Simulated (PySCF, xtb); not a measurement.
In(CF3)(OH)2 (CH2F3InO2), SMILES F[C]([In]([OH])[OH])(F)F.

GFN2-xTB (xtb 6.7.1) at its own geometry gives an orbital gap of 3.13 eV and a dipole moment of 1.90 D.

The structure is a stationary point at B3LYP-D3(BJ)/def2-SVP. The def2 effective core potentials stand for the cores of In; spin–orbit coupling is left out. The values are those of a single conformer.

Question: What does PySCF with r2SCAN/def2-TZVP give? (Estimate from the structure and the level; the computed values follow.)

Answer: gap 4.75 eV (levels -7.38 and -2.62 eV), dipole 1.45 D.
